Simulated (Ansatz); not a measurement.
Ansatz (a first-principles code) input (HF/cc-pVQZ):

Ansatz 0.2 input:
```yaml
crystal:
  periodic: [false, false, false]
  atoms:
    - {symbol: C, position_ang: [-2.35417190, 0.07608942, -0.07374204]}
    - {symbol: C, position_ang: [-1.13845496, 0.18525793, 0.47864528]}
    - {symbol: C, position_ang: [0.10161686, -0.69758492, 0.18502119]}
    - {symbol: C, position_ang: [1.30038884, 0.05204366, -0.18558989]}
    - {symbol: N, position_ang: [2.22369139, 0.68716770, -0.46635726]}
    - {symbol: H, position_ang: [-2.33933676, -0.74094104, -0.83540601]}
    - {symbol: H, position_ang: [-0.91162219, 0.93051683, 1.25082103]}
    - {symbol: H, position_ang: [-0.14448421, -1.38124696, -0.63127198]}
    - {symbol: H, position_ang: [0.37333025, -1.31333932, 1.05435056]}
basis:
  gaussian:
    orbitals: cc-pVQZ
hamiltonian:
  xc: hf
total_charge: -1
```

End of the output:

```
integrals: 0.35 GiB planned
1422 factors; their error is unknown
mean field: 2.43 GiB planned
mean field evaluation 1: about -5661.7353 eV, gradient 3.9e1 eV
mean field evaluation 2: about -5664.2267 eV, gradient 3.1e1 eV
mean field evaluation 4: about -5666.3524 eV, gradient 2.4e0 eV
mean field evaluation 8: about -5666.3756 eV, gradient 1.2e-1 eV
mean field -5666.39083376 eV, -208.2360223231 hartree, gradient 1.7e-5 eV, S^2 0.000000; 0 other end points of the search recorded, 0 dependent functions left out
reference -5666.39083376 eV, -208.2360223231 hartree; 18, 18 occupied and 377, 377 virtual orbitals, 1422 factors
Total energy: -5666.39083376 eV, -208.2360223231 hartree
```

It need not be the lowest isomer of its formula. Whether it binds its extra electron was not tested at this geometry.
